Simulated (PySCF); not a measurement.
Compound: CH3Cl2FSi.
SMILES with atom numbers: `[F:1][SiH2:2][CH:3]([Cl:4])[Cl:5]` (hydrogens: H6, H7 on Si2; H8 on C3)

Cartesian coordinates in Å at the PBE0-D3(BJ)/def2-SVP level; atoms count from 1:
```xyz
8
CH3Cl2FSi angstrom
F      2.0325   -1.4225   -1.1525
Si     1.0428   -0.3739   -0.4086
C     -0.7480   -0.8187   -0.8382
Cl    -1.1525   -2.4407   -0.2419
Cl    -1.7411    0.4553   -0.0677
H      1.2093   -0.4993    1.0587
H      1.3275    0.9878   -0.9291
H     -0.9764   -0.7987   -1.9119
```

Jobs on this species (8 atoms, 66 electrons) with PySCF (density fitting). Hardware of each: Arm Neoverse V1, one thread (shared host). Times come from a shared host and carry two figures at best. Peak memory is the resident size of the whole Python process, interpreter and libraries included.

| level and settings | work | basis functions | SCF cycles | wall time | peak memory |
| --- | --- | --- | --- | --- | --- |
| delta-SCF UKS SCAN, pcX-1 on the ionised atom, pcseg-1 elsewhere, spin-free X2C | ΔSCF core ionisation, 6 holes | 119 | ? | ? | ? |
| delta-SCF UKS SCAN, pcX-2 on the ionised atom, pcseg-1 elsewhere, spin-free X2C | ΔSCF core ionisation, 6 holes | 139 | ? | ? | ? |
| delta-SCF UKS PBE0, pcX-2 on the ionised atom, pcseg-1 elsewhere, spin-free X2C | ΔSCF core ionisation, 6 holes | 139 | 80 | 29 s | 0.49 GiB |
| delta-SCF UKS PBE, pcX-2 on the ionised atom, pcseg-1 elsewhere, spin-free X2C | ΔSCF core ionisation, 6 holes | 139 | 91 | 14 s | 0.49 GiB |
| PBE0-D3(BJ)/def2-SVP, grid level 1 | geometry optimisation from a GFN2-xTB start shaken at random | 97 | 34 | 17 s | 0.40 GiB |
| delta-SCF UKS HF, pcX-2 on the ionised atom, pcseg-1 elsewhere, spin-free X2C | ΔSCF core ionisation, 6 holes | 139 | 76 | 18 s | 0.50 GiB |
| delta-SCF UKS SCAN, pcX-2 on the ionised atom, pcseg-1 elsewhere, non-relativistic | ΔSCF core ionisation, 6 holes | 139 | 87 | 19 s | 0.50 GiB |
| delta-SCF UKS SCAN, def2-TZVP on the ionised atom, pcseg-1 elsewhere, spin-free X2C | ΔSCF core ionisation, 6 holes | 116 | 86 | 18 s | 0.50 GiB |
| delta-SCF UKS B3LYP, pcX-2 on the ionised atom, pcseg-1 elsewhere, spin-free X2C | ΔSCF core ionisation, 6 holes | 139 | 81 | 30 s | 0.49 GiB |

Problem. Fill in the missing figures.

Solution. 
- delta-SCF UKS SCAN, pcX-1 on the ionised atom, pcseg-1 elsewhere, spin-free X2C; ΔSCF core ionisation, 6 holes: 17 s, 0.50 GiB, 86 SCF cycles
- delta-SCF UKS SCAN, pcX-2 on the ionised atom, pcseg-1 elsewhere, spin-free X2C; ΔSCF core ionisation, 6 holes: 22 s, 0.42 GiB, 90 SCF cycles

Problem. What do all jobs in the table cost together?

Solution. About 3.1 min; the longest takes about 16 % of that, and about 2.1 times as long as the shortest.
